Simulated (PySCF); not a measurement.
Structure elucidation problem

Molecular formula: C₇H₆O₂. Simulated spectra:

1H NMR (400 MHz, computed): δ 13.14 (br s, 1H), 10.13 (s, 1H), 7.74 (m, 1H), 7.65 (d, 1H), 7.19 (d, 1H), 7.11 (m, 1H).

13C{1H} NMR (computed): δ 203.4 (CH), 173.4 (C), 144.9 (CH), 141.4 (CH), 125.4 (C), 123.6 (CH), 123.5 (CH).

- shielding tensors at B97-2/pcSseg-2 (GIAO)
- PBE0-D3(BJ)/def2-TZVP structure
- code: PySCF 2.14.0 with density-fitted response routines
- no solvent, non-relativistic Hamiltonian, one conformer

δ = σ(ref) − σ, references computed at the same level: 1H (σ = 31.64 ppm) and 13C (σ = 185.38 ppm) vs TMS.

Propose a structure and justify it.

Results:


Rings plus π bonds: 5 (1 ring in the answer). 7 carbon signals for 7 carbons: no two carbons are equivalent. Carbon types of the structure: 2 × C, 5 × CH, leaving 1 H on heteroatoms. δC 203.4: aldehyde carbonyl carbon; the double bond to the heteroatom, with no lone-pair donor beside it, deshields it most. δC 173.4: aromatic carbon bearing oxygen; σ withdrawal by the attached heteroatom moves it downfield of the ring CH carbons. δC 144.9, 141.4, 123.6, 123.5: aromatic CH. δC 125.4: substituted aromatic carbon. δH 13.14: hydrogen on a phenol-type oxygen; labile proton, position sensitive to the medium. δH 10.13: hydrogen on an aldehyde carbonyl carbon; deshielded by the polar, anisotropic C=O bond. δH 7.74, 7.65, 7.19, 7.11: hydrogen on an aromatic CH; ring-current deshielding.

Structure: salicylaldehyde (c1c(C=O)c(O)ccc1).

The shifts were computed for this structure.

Exchangeable OH/NH protons stand at their gas-phase positions; hydrogen bonding in a real sample shifts them, mostly to higher δ. Shifts are as computed. Against solution values, carbons near 30 ppm lie about +3 ppm off and those near 130 ppm about +7 ppm. Of 1211 compounds with measured shifts, 218 miss one by over three times the rms of a fit or turn the order of signals round; such compounds aren't used in these exercises. No couplings were computed; multiplicities are counted from neighbouring protons, with m where these are inequivalent, close in shift, in a saturated or five-membered ring or joined by F or P, and br s for small geminal =CH2 splittings.
